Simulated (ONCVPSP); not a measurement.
Varying the ONCV potential for arsenic (As)

Base potential:

- Element: As (Z = 33)
- Generator: ONCVPSP 4.0.1
- Type: optimised norm-conserving Vanderbilt (ONCV)
- Functional: PBE
- Relativity: scalar-relativistic
- Frozen core: [Ar]
- Valence charge: 15
- Reference configuration: 3d10 4s1.75 4p3.25
- Partial waves: 4s: rc 1.75 bohr, ncon 4, nbas 9, qcut 3.3 1/bohr, 3 projectors, debl 3.3 Ha; 4p: rc 1.75 bohr, ncon 4, nbas 7, qcut 5.6 1/bohr, 1 projector; 3d: rc 0.70 bohr, ncon 5, nbas 10, qcut 25.3 1/bohr, 3 projectors, debl 2.8 Ha
- Local potential: polynomial inside 0.70 bohr (lpopt 2, dvloc0 3 Ha)
- Core correction: Teter function, fcfact 2.75, rcfact 1.25

All-electron outer shells of the reference configuration (PBE, scalar-relativistic, ld1.x):

```json
{"shell": "3s", "level (eV)": "-190.74", "outermost node (bohr)": "0.25", "outermost maximum (bohr)": "0.52"}
{"shell": "3p", "level (eV)": "-134.11", "outermost node (bohr)": "0.22", "outermost maximum (bohr)": "0.52"}
{"shell": "3d", "level (eV)": "-41.07", "outermost node (bohr)": "–", "outermost maximum (bohr)": "0.47"}
{"shell": "4s", "level (eV)": "-14.72", "outermost node (bohr)": "0.73", "outermost maximum (bohr)": "1.61"}
{"shell": "4p", "level (eV)": "-5.36", "outermost node (bohr)": "0.78", "outermost maximum (bohr)": "1.97"}
```

Cutoffs, loose and tight: the cutoffs (Ha) at which the residual kinetic energy of the hardest occupied pseudo-wave falls to 1 and 0.1 mHa per electron. They do not see the model core or the augmentation charge, which bear on the density cutoff. Test errors are all-electron minus pseudo excitation energies from the reference, over the configurations 3d10 4s2 4p3; 3d10 4s2 4p2; 3d10 4s2 4p1; 3d10 4s1 4p4. A dash means not determined; rows that change the core or the reference have their own tests.

A true bound ghost makes a file unfit for plane-wave use even where its test errors are small: the radial tests pick states by their node count and pass the ghost by.

| change | outcome | cutoff, loose | cutoff, tight | bound ghosts | GHOST(+) flags above zero | largest test error (meV) |
| --- | --- | --- | --- | --- | --- | --- |
| base | generated | 233 Ha | 264 Ha | none | s, p | -4.3 |
| p: rc 2.2 | generated | 233 Ha | 264 Ha | none | s, p | -2.9 |
| s: qcut 2.2; p: qcut 3.7; d: qcut 16.8 | generated | 520 Ha | 765 Ha | none | s, p, d | -6.5 |
| s: ncon 5, nbas 10 | generated | 233 Ha | 264 Ha | none | s, p | +2.6 |
| p: qcut 7.5 | generated | 233 Ha | 264 Ha | none | s, p | -4.4 |
| all radii but the core radius scaled by about 1.26 (s 2.20, p 2.20, d 0.88 bohr); local potential polynomial inside 0.88 bohr (lpopt 2, dvloc0 3 Ha) | generated | 177 Ha | 202 Ha | none | s | -18 |
| core correction Teter function, fcfact 2.75, rcfact 1.6 | generated | 233 Ha | 264 Ha | none | s, p | -5.0 |
| s: qcut 4.6 | generated | 233 Ha | 264 Ha | none | s, p | +4.0 |
| functional BLYP | generated | 233 Ha | 264 Ha | none | s | +11 |

What comes out with this change to the base: local potential polynomial inside 0.65 bohr (lpopt 5, dvloc0 0 Ha)?

outcome: generated; cutoff, loose: 233 Ha; cutoff, tight: 264 Ha; bound ghosts: s, p; GHOST(+) flags above zero: none; largest test error (meV): -5.6.
